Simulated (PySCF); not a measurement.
**Ca²⁺ (calcium, charge +2) across methods**

[Ar], closed-shell 1S. All numbers are calculated (PySCF 2.14, scalar relativity by spin-free X2C-1e, in aug-cc-pVQZ-X2C).

| method | E (hartree) | mean ε 2p (eV) | mean ε 3s (eV) | mean ε 3p (eV) | Σ⟨r²⟩ (bohr²) | ⟨S²⟩ |
| --- | --- | --- | --- | --- | --- | --- |
| UHF | -679.03061 | -386.26 | -76.153 | -51.120 | 15.39 | 0.000 |
| wB97X | -679.817 | -360.28 | -68.686 | -48.104 | 15.33 | 0.000 |
| B2PLYP | -679.600 | -370.06 | -69.951 | -47.662 | 15.41 | 0.000 |
| r2SCAN | -679.765 | -354.57 | -63.982 | -43.897 | 15.34 | 0.000 |
| wB97X-V | -679.719 | -360.49 | -68.790 | -48.150 | 15.39 | 0.000 |
| LDA | -677.914 | -350.39 | -62.311 | -43.317 | 15.43 | 0.000 |
| PBE | -679.573 | -350.61 | -62.484 | -43.274 | 15.40 | 0.000 |
| M06-2X | -679.816 | -369.15 | -69.206 | -47.664 | 15.38 | 0.000 |

Task: Estimate the same row for PBE0.

Result: E (hartree) = -679.622; mean ε 2p (eV) = -359.83; mean ε 3s (eV) = -66.237; mean ε 3p (eV) = -45.552; Σ⟨r²⟩ (bohr²) = 15.37; ⟨S²⟩ = 0.000.
